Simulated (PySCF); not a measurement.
**Levels of Ho(56+) from EOM-EA-GCCSD**

Reference: closed-shell Ho(57+), [Ne]; one electron is added. Calculated with PySCF 2.14, two-component X2C-1e with screened spin-orbit coupling, an uncontracted even-tempered set (17 s from 9.2 bohr⁻², ratio 2.6; 13 p from 12 bohr⁻², ratio 2.6; 6 d from 12 bohr⁻², ratio 2.8; 3 f from 270 bohr⁻², ratio 2.8); frozen 1s2; the 48 highest virtual spinors dropped; of the others 44 kept and the rest restored at second order. No Breit or QED terms. Binding energies in eV.

```tsv
level	Koopmans
3s1/2	5615.2
3p1/2	5478.3
3p3/2	5241.7
3d3/2	5073.9
3d5/2	5020.1
```

Q: How does correlation move these levels?

A: 3s1/2: second order 5616.0, EOM-CCSD 5616.0; 3p1/2: second order 5479.3, EOM-CCSD 5479.3; 3p3/2: second order 5242.6, EOM-CCSD 5242.6; 3d3/2: second order 5074.6, EOM-CCSD 5074.6; 3d5/2: second order 5020.7, EOM-CCSD 5020.7.

For comparison, the ionisation energy of Ho(56+) is 5611 ± 5 eV (theoretical estimate listed by NIST; NIST Atomic Spectra Database, ionization energies).

Only part of the computed levels is shown.
